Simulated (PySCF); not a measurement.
An unknown is described by computed data only.

Formula: C5H4F4O2.

* Dipole: 1.87 D [wB97X-D/def2-SVPD]
* NMR, other nuclei: isotropic shieldings of nuclei other than C and H, by class: -100 (1 O), 3 (1 O), 259 (3 F), 321 (1 F) ppm [GIAO PBE0/pcSseg-1]
* Couplings: largest of the computed one-bond spin–spin couplings (means over like bonds): 19F–13C -341.5 (×3), 19F–13C -323.3, 13C–1H +197.8, 13C–1H +146.7, 13C–1H +139.5, 13C–1H +136.9 Hz [B3LYP/pcJ-1, spin–dipole term left out for some pairs]
* Rotational structure: rotational constants A, B, C: 1.856, 0.703, 0.580 GHz [PBE0-D3(BJ)/def2-SVP]
* UV, first state: lowest singlet excitation: 5.95 eV (208 nm, f = 0.001) [TDDFT wB97X-D/def2-SVPD]
* Polarisability: 65.2 au [wB97X-D/def2-SVPD]
* 1H NMR: chemical shifts (computed TMS as zero) by class: 5.82 (1 H), 3.59 (1 H), 2.32 (1 H), 2.05 (1 H) ppm [GIAO PBE0/pcSseg-1]
* Triplet: lowest triplet excitation (Tamm–Dancoff): 5.47 eV [TDA wB97X-D/def2-SVPD]
* UV, strongest line: among the 10 lowest singlet transitions: S4 at 8.72 eV (142 nm, f = 0.075) [TDDFT wB97X-D/def2-SVPD]
* 13C NMR: chemical shifts (computed TMS as zero) by class: 167.3 (1 C), 130.4 (1 C), 106.3 (1 C), 54.7 (1 C), 32.6 (1 C) ppm [GIAO PBE0/pcSseg-1]

The electronic properties come from PySCF, for the isolated species, density fitting. Levels stand in brackets. The structure is a single PBE0-D3(BJ)/def2-SVP conformer in the gas phase; no vibrational or solvent corrections. NMR values are class means; diastereotopic atoms form classes of their own.

Q: What is the compound? Reason from the data.

A: Numbering: `[O:1]=[C:2]1[O:3][C@@H:4]([F:5])[C@@H:6]1[CH2:7][C:8]([F:9])([F:10])[F:11]`. Its formula, C5H4F4O2, gives 2 degrees of unsaturation: 1 ring and 1 π bond in the structure found. 5 carbons fall into 5 classes; from least to most shielded: ester carbonyl carbon [C2] (167.3 ppm), CF3 carbon [C8] (130.4 ppm), sp3 C–F carbon [C4] (106.3 ppm), sp3 carbon next to a carbonyl [C6] (54.7 ppm), chain CH2 carbon [C7] (32.6 ppm). Hydrogen classes from least to most shielded: 1 H on an sp3 C–F carbon, C4 (5.82 ppm), 1 H on an sp3 carbon next to a carbonyl, C6 (3.59 ppm), 1 H on a chain CH2 carbon, C7 (2.32 ppm), 1 H on a chain CH2 carbon, C7 (2.05 ppm). The other shieldings belong to: -100 ppm, ester carbonyl oxygen [O1]; 3 ppm, ester single-bonded oxygen [O3]; 259 ppm, fluorine of a CF3 group [F9/F10/F11]; 321 ppm, alkyl fluorine [F5]. The couplings run between: -341.5 Hz, fluorine of a CF3 group [F9] and CF3 carbon [C8] (with 2 like pairs); -323.3 Hz, alkyl fluorine [F5] and sp3 C–F carbon [C4]; +197.8 Hz, sp3 C–F carbon [C4] and its hydrogen; +146.7 Hz, sp3 carbon next to a carbonyl [C6] and its hydrogen; +139.5 Hz, chain CH2 carbon [C7] and its hydrogen; +136.9 Hz, chain CH2 carbon [C7] and its hydrogen. The optimised geometry has point group C1 and is an asymmetric top. Structure: `O=C1O[C@@H](F)[C@@H]1CC(F)(F)F`. Computed isomers that give other values at the same levels: `F[C@H]1C=C(OC(F)(F)F)CO1` (13C chemical shifts (computed TMS as zero) by class: 159.9 (1 C), 126.7 (1 C), 117.6 (1 C), 106.7 (1 C), 73.0 (1 C) ppm); `O=C1O[C@@H](F)[C@H]1CC(F)(F)F` (rotational constant A: 1.976 GHz; this holds for the one conformer computed); `F/C=C\O/C=C(/F)OC(F)F` (13C chemical shifts (computed TMS as zero) by class: 153.3 (1 C), 138.4 (1 C), 131.2 (1 C), 122.8 (1 C), 117.4 (1 C) ppm). The assignments are read from this structure; whether some other isomer fits the data as well wasn't checked. The mirror image fits equally.

The values belong to the conformer `[O:1]=[C:2]1[O:3][C@@H:4]([F:5])[C@@H:6]1[CH2:7][C:8]([F:9])([F:10])[F:11]`: C4–C6–C7–C8 78°, C6–C7–C8–F9 -60°.
